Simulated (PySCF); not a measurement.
ZnI2, SMILES [I][Zn][I]. Geometry optimised at B3LYP-D3(BJ)/def2-SVP. The isomer is the one that the SMILES or the coordinates give; other isomers of the formula were not compared. The def2 effective core potentials stand for the cores of I; spin–orbit coupling is left out.

Computed equilibrium geometry at B3LYP-D3(BJ)/def2-SVP (PySCF confirms it by a frequency run) as bond lengths and angles, and its point group:
point group D∞h.
Atoms: Zn1 I2 I3. Bonds (Å): Zn1–I2 2.441, Zn1–I3 2.441. Bond angles (°): I2–Zn1–I3 180.0.
Charge 0, spin multiplicity 1.
